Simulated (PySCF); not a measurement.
Sn(F)(SH)3 (FH3S3Sn), SMILES [Sn]([SH])([SH])([SH])[F].

Coordinates come from a B3LYP-D3(BJ)/def2-SVP optimisation. The structure was generated by enumeration; whether it is a known compound was not checked. The def2 effective core potentials stand for the cores of Sn; spin–orbit coupling is left out. The values are those of a single conformer.

All values below come from PBE/def2-TZVP in PySCF.

```
Quantity                                                                                                          Value
---------------------------------------------------------------------------------------------  ------------------------
total energy                                                                                        -1510.12465 hartree
highest occupied level                                                                                         -6.68 eV
lowest empty level                                                                                             -3.41 eV
orbital gap                                                                                                     3.28 eV
dipole moment                                                                                                    1.29 D
quadrupole, principal values (traceless, Buckingham form, about the centre of nuclear charge)     -9.75, 1.01, 8.75 D·Å
mean static polarisability                                                                       102.7 bohr³ (15.22 Å³)
polarisability, principal values                                                               76.4, 113.9, 117.9 bohr³
```
